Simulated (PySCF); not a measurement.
GeF3Br, SMILES [Br][Ge]([F])([F])[F]. Atoms are numbered in the order given.

```xyz
5

F     -1.3789    -0.7961     1.2955
Ge     0.0000     0.0000     0.6584
F      1.3789    -0.7961     1.2955
F      0.0000     1.5923     1.2955
Br     0.0000     0.0000    -1.6013
```

The structure is a stationary point at B3LYP-D3(BJ)/def2-SVP.

All values below come from PBE/def2-TZVP run with PySCF.

Isolated molecule, no solvent.

Computed frontier levels, gap, dipole moment and polarisability:
```json
{
 "highest_occupied_level": "-8.47 eV",
 "lowest_empty_level": "-3.30 eV",
 "orbital_gap": "5.17 eV",
 "dipole_moment": "1.63 D",
 "quadrupole, principal values (traceless, Buckingham form, about the centre of nuclear charge)": "-1.41, -1.41, 2.82 D·Å",
 "mean_static_polarisability": "45.6 bohr³ (6.75 Å³)",
 "polarisability_principal_values": "39.2, 39.2, 58.3 bohr³"
}
```
